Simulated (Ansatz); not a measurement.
The first iterations of a band of BH3O2 + H4Si (11 atoms, charge 0, multiplicity 1).

Level of theory: RKS PBE-D4/6-31G* in Ansatz 0.2.0.

```json
{
  "movable images": "7",
  "climbing image": "yes",
  "spring": "5.0 eV/Å²",
  "optimiser": "lbfgs",
  "start path": "through a guess of the saddle point",
  "force threshold": "0.03 eV/Å",
  "iteration limit": "60",
  "end points": "relaxed",
  "largest step": "0.5 Å"
}
```

Initial state:

```xyz
11
Properties=species:S:1:pos:R:3
B 0.034 -0.896 -0.418
H -0.375 -1.969 -0.025
O 1.312 -0.723 -0.876
H 1.806 -1.562 -0.834
O -0.770 0.220 -0.428
H -1.654 0.014 -0.074
Si -0.009 2.768 1.267
H 0.297 3.983 2.098
H 0.668 2.904 -0.058
H -1.497 2.689 1.099
H 0.488 1.562 2.002
```

Final state:

```xyz
11
Properties=species:S:1:pos:R:3
B 0.283 0.570 -0.409
H -1.052 -0.478 2.320
O 1.466 0.211 -1.014
H 1.475 -0.710 -1.351
O -0.814 -0.254 -0.272
H -0.678 -1.154 -0.640
Si 0.168 2.455 0.356
H 1.089 2.603 1.537
H 0.588 3.482 -0.658
H -1.220 2.797 0.816
H -1.004 -0.533 3.068
```

| iteration | highest image above the first end (eV) | largest band force component (eV/Å) |
| --- | --- | --- |
| 1 | 5.129 | 8.754 |
| 2 | 4.474 | 5.265 |
| 3 | 4.138 | 2.447 |
| 4 | 3.429 | 2.340 |
| 5 | 3.100 | 2.246 |
| 6 | 2.637 | 2.000 |
| 7 | 2.323 | 2.783 |
| 8 | 2.290 | 1.797 |
| 9 | 2.266 | 1.198 |
| 10 | 2.159 | 0.647 |
| 11 | 2.144 | 1.824 |
| 12 | 2.143 | 0.784 |
| 13 | 2.143 | 0.714 |
| 14 | 2.172 | 0.721 |
| 15 | 2.201 | 0.700 |
| 16 | 2.730 | 1.970 |
| 17 | 2.608 | 1.181 |
| 18 | 2.542 | 0.843 |
| 19 | 2.474 | 1.414 |
| 20 | 2.453 | 0.659 |

Task: Does the band converge within its limit, and where does its top end?

Result: It did not converge within its limit. It ended after 60 iterations with the highest image 2.379 eV above the first end. The band didn't meet its force threshold, so its energies are provisional: the largest band force was still 0.10 eV/Å, and over the last iterations the top stayed at 2.38 eV. The orbitals stay closed-shell, which can raise the energy where a bond breaks towards radicals; this wasn't checked here.

Run time: 16 min on 1 thread of Arm Neoverse V2, on a shared host, peak memory 0.11 GiB.
